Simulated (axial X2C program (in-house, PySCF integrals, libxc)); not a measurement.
**Potential curves of KTe⁺, 2c**

Calculated with an in-house all-electron X2C program for linear molecules (integrals from PySCF). Two-component (2c) means X2C with spin–orbit coupling and atomic mean-field two-electron Coulomb and Gaunt terms. Basis: Te dyall-cv3z [11s12p8d4f1g], K dyall-cv3z [11s12p6d3f] (cores contracted in-house); Gaussian nuclei, density fitting, unrestricted open shells. Masses: Te 129.906 u, K 38.964 u.

State: Ω = 1 (⟨Sz⟩ = 0.73, ⟨Lz⟩ = 0.27 at BHandHLYP). Energies in eV from the fragments at the same level (Te + K+). Fits are polynomials in 1 − R0/R over 0.85 to 1.23 times the lowest point R0.

```tsv
R (Å)	BHandHLYP	CCSD
3.1494	-0.1148	
3.2942	-0.2132	-0.2019
3.4028	-0.2546	-0.2460
3.5114	-0.2764	-0.2694
3.6200	-0.2844	-0.2779
3.7467	-0.2814	-0.2749
3.8734	-0.2700	-0.2628
4.0363	-0.2482	-0.2397
4.2354	-0.2174	
4.5250	-0.1730
```

Correlated methods: 14 electrons correlated (number of frozen shells: Te 4 s, 3 p, 2 d; K 2 s, 1 p), 290 virtual spin orbitals or spinors in MP2, 90 natural virtuals in coupled cluster.

One determinant describes the state; a PBE0 search over occupations chose it and may have missed a lower one. Dissociation energies refer to the lowest single-determinant-based atoms at the same level and basis. Density functionals use the spin component along the axis (collinear). CCSD ran in a truncated set of natural virtual spinors with an MP2 remainder; without triples it tends to underbind. PBE0 can misorder states that lie within some tenths of an eV, so this need not be the ground state of the molecule. The nearest other 2c determinant of the search, Ω = 2, lies 0.21 eV up at the distance of the search. Without a current term, density functionals place determinants with orbital angular momentum somewhat too high. With several unpaired electrons one determinant need not be a pure state. Open-shell Ω = 0 determinants with evenly filled partner blocks cannot be reached by this program, so the Ω shown need not be the lowest component. This is the Ω = 1 component of a π² triplet; the 0⁺ component is not one determinant and can lie lowest. With the outer-core shells frozen, correlated bond lengths of heavy atoms tend to come out a few hundredths of an ångström too long. Coupled cluster ran on the points near the minimum only. MP2 and coupled cluster on one determinant become unreliable at the stretched end.

Task: What are Re, ωe and De at the BHandHLYP level?

Result: At BHandHLYP, 2c: Re = 3.648 Å, ωe ≈ 82.1 cm⁻¹, De = 0.28 eV to Te + K+; Be follows as 0.0423 cm⁻¹.

Task: What are Re, ωe and De at the CCSD level?

Result: At CCSD, 2c: Re = 3.649 Å, ωe ≈ 84.9 cm⁻¹, De = 0.28 eV to Te + K+; Be follows as 0.0422 cm⁻¹.
